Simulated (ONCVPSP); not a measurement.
# Before and after: ONCV potential for nitrogen

nitrogen (N), optimised norm-conserving Vanderbilt (ONCV), made with ONCVPSP 4.0.1 (PBE, fully relativistic). Core [He], reference 2s1.75 2p3.25. Waves: 2s: rc 0.90 bohr, ncon 4, nbas 8, qcut 5.8 1/bohr, local; 2p: rc 1.65 bohr, ncon 5, nbas 8, qcut 9.5 1/bohr, 2 projectors, debl 2.7 Ha. Local part: the s channel. Core correction: polynomial model core, fcfact 0.75.

Open shells are filled in proportion to 2j + 1.

Change: s: qcut 3.7; p: qcut 6.1.

Cutoffs: the cutoffs (Ha) at which the residual kinetic energy of the hardest occupied pseudo-wave falls to 1 and 0.1 mHa per electron; they do not see the model core or the augmentation charge, which bear on the density cutoff. Errors are all-electron minus pseudo energies relative to the spin-unpolarised reference configuration.

Predict the effect on cutoff, ghosts and configuration errors.

The potential gets harder (104 Ha and 203 Ha → 181 Ha and 218 Ha); of the 4 tests that both files solve, the error grows in 3 and shrinks in 0 by more than 15 % and 0.3 meV (median size 14.2 → 26.7 meV); neither file shows a bound ghost.

| quantity | base | changed |
| --- | --- | --- |
| cutoff, loose | 104 Ha | 181 Ha |
| cutoff, tight | 203 Ha | 218 Ha |
| loose cutoff by channel | s 104 Ha, p 28 Ha | s 181 Ha, p 30 Ha |
| bound ghosts | none | none |
| GHOST(+) flags under 300 eV | none | none |
| error for 2s2 2p3, meV [ΔE -2.87 eV] | +0.5 | +0.4 |
| error for 2s2 2p2, meV [ΔE 10.72 eV] | +23 | +43 |
| error for 2s2 2p1, meV [ΔE 39.57 eV] | +156 | +294 |
| error for 2s2 2p2.5, meV [ΔE 2.22 eV] | +5.6 | +10 |
| s: phases at 0.91 bohr within 0.05 rad from the reference energy up to (Ha; the scan ends near 5) | to the end of the scan | 4.9 |
| p3/2: phases at 1.67 bohr within 0.05 rad from the reference energy up to (Ha; the scan ends near 5) | to the end of the scan | to the end of the scan |
| p1/2: phases at 1.67 bohr within 0.05 rad from the reference energy up to (Ha; the scan ends near 5) | to the end of the scan | to the end of the scan |
| rms error of d²Exc/dni dnj with the model core, mHa | 8.22 | 7.89 |
